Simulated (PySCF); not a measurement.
Zn²⁺: ionisation energy

Zn²⁺ [Ar] 3d10 (1S) → Zn³⁺ [Ar] 3d9 (2D), as a difference of total energies. Computed with PySCF 2.14 in x2c-TZVPPall (6s5p4d2f1g, 64 functions), with the spin-free X2C one-electron Hamiltonian (Gaussian nucleus). Correlated levels: valence: [Ar] frozen; valence and next inner shell: [Ne] frozen. The calculations carry no spin-orbit coupling.

Question: Order these methods by the ionisation energy they give, lowest first.
A. MP2 (valence and next inner shell)
B. HSE06
C. SCS-MP2 (valence and next inner shell)
D. PBE

Answer: B (39.638 eV), C (39.972 eV), D (40.124 eV), A (40.436 eV).

A first-order spin-orbit estimate (lowest level to lowest level, LS coupling) adds -0.138 eV.

Errors of the correlated levels include the incompleteness of this basis and the frozen core.

For comparison: 39.723 eV (measured; NIST Atomic Spectra Database, ionization energies).
